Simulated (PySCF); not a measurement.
# PmSF at several levels of theory

Computed with PySCF 2.14.0 (density fitting, no spin-orbit coupling) at the geometry relaxed with PBE0:

```xyz
3
PmSF (singlet in the valence; each metal's 4f electrons, 4 of them, lie in its core potential, out of spins and levels)
Pm   -0.1932    0.0000   -0.4606
S     1.7922    0.0000    0.8393
F    -1.8598    0.0000    0.7449
```

| level | basis | state | HOMO (eV) | gap (eV) | charge on Pm1 (e) | population of f-type functions on Pm1 (polarisation alone where 4f lies in the core) | dipole about the centre of mass (D) | largest force component (eV/Å) |
| --- | --- | --- | --- | --- | --- | --- | --- | --- |
| PBE0 | Pm lcecp-1-SVP with ECP50, S def2-SVP, F def2-SVP | singlet | -5.84 | 3.38 | 0.82 | 0.07 | 8.37 | 0.00 |
| TPSSh | the same | singlet | -5.24 | 2.60 | 0.82 | 0.06 | 8.27 | 0.33 |
| PBE0 | Pm lcecp-1-TZVP with ECP50, S def2-TZVP, F def2-TZVP | singlet | -5.89 | 3.42 | 1.19 | 0.08 | 8.65 | 0.08 |

In the lcecp rows the 4f levels are missing from HOMO and gap, and the state counts the valence alone.

Charges are Mulliken's, which hang on the basis. The relaxation used the grid (50, 194), these runs (75, 302) or, all-electron (x2c bases, spin-free X2C Hamiltonian), (99, 590).

Task: What does revPBE with Pm lcecp-1-SVP with ECP50, S def2-SVP, F def2-SVP give here?

Result: state singlet, HOMO (eV) -4.75, gap (eV) 1.77, charge on Pm1 (e) 0.70, population of f-type functions on Pm1 (polarisation alone where 4f lies in the core) 0.06, dipole about the centre of mass (D) 7.67, largest force component (eV/Å) 0.58. Time: 2.8 s on 2 threads of Intel(R) Xeon(R) Platinum 8488C (Sapphire Rapids) (shared host), from an already converged density.

In the first row's basis the gap widens with exact exchange: 1.8 eV for revPBE (none); 2.6 to 3.4 eV for TPSSh, PBE0 (a fixed share).

An lcecp potential fixes the number of 4f electrons, so in runs with it no electron can move into or out of that shell.
